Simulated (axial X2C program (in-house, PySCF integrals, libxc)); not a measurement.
## Spin–orbit effects down a group: molecules with Sr (ions), CCSD

All values come from calculations with an in-house all-electron X2C program for linear molecules (integrals from PySCF), spin-free (one-electron X2C) or two-component (2c: spin–orbit coupling with atomic mean-field Coulomb and Gaunt terms, which also bring small scalar terms), in Dyall basis sets with cores contracted in-house; open shells are unrestricted.

Basis sets: H dyall-v3z, Li dyall-cv3z, Na dyall-cv3z, Sr dyall-cv3z. Frozen shells (counts by l): SrH⁺ Sr 3s2p1d, H none, 10 electrons correlated; LiSr⁺ Sr 3s2p1d, Li 1s, 10 electrons correlated; NaSr⁺ Sr 4s3p1d, Na 2s1p, 2 electrons correlated. Coupled cluster in natural virtuals with an MP2 remainder. Where the outer core of a metal is frozen, bonds come out longer and ionisation energies lower. Frozen cores can differ along the series, which adds to the trend.

| molecule | spin-free state | Re (Å) | ωe (cm⁻¹) | De (eV) | 2c state | Re 2c (Å) | ωe 2c (cm⁻¹) | De 2c (eV) |
| --- | --- | --- | --- | --- | --- | --- | --- | --- |
| SrH⁺ | M_S = 0, Λ = 0 | 2.040 | 1413.6 | 2.09 | Ω = 0 | 2.039 | 1413.9 | 2.09 |
| LiSr⁺ | M_S = 0, Λ = 0 | 3.446 | 226.7 | 1.33 | Ω = 0 | 3.446 | 226.7 | 1.34 |
| NaSr⁺ | M_S = 0, Λ = 0 | 3.801 | 116.6 | 1.04 | Ω = 0 | 3.801 | 116.6 | 1.04 |

Fragments in 2c: Sr+ + H, Sr + Li+, Sr + Na+. Each entry is the lowest single determinant of a limited PBE0 search at one distance. De goes to single-determinant-based atoms at the same level (for ions the charge split of lowest energy) and is withheld (n/a) where an atom does not fit its ground term or J level. Main or longest-lived isotopes.
